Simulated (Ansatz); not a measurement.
Consider the redistribution: `C[SiH](O)[SnH3]` + `CNBO` → `C[SiH](O)BO` + `C[NH][SnH3]`.

Isolated molecules relaxed with PBE0-D4/def2-TZVP in Ansatz; ΔE leaves out vibrations. CBS: MP2 limit from def2 TZ/QZ plus the TZ coupled-cluster correction, frozen cores. def2 core potentials past Kr. For Sn outer-core shells are correlated without core-valence functions, which leaves a few kJ/mol of doubt a bond. One conformer a species, not always the lowest.

| species | CCSD(T)/CBS(def2) energy (Eh) |
| --- | --- |
| `C[SiH](O)[SnH3]` | -621.18697 |
| `CNBO` | -196.42143 |
| `C[SiH](O)BO` | -506.57895 |
| `C[NH][SnH3]` | -310.95876 |

(1) Work out ΔE.

Largest T1 diagnostic among the species: 0.013.

Answers

(1) ΔE = (-506.57895) + (-310.95876) − (-621.18697) − (-196.42143) = 0.07069 Eh = +185.6 kJ/mol.

From PBE to PBE0 (25 % exact exchange), in def2-TZVPP and without D4, ΔE moves by +3.7 kJ/mol.
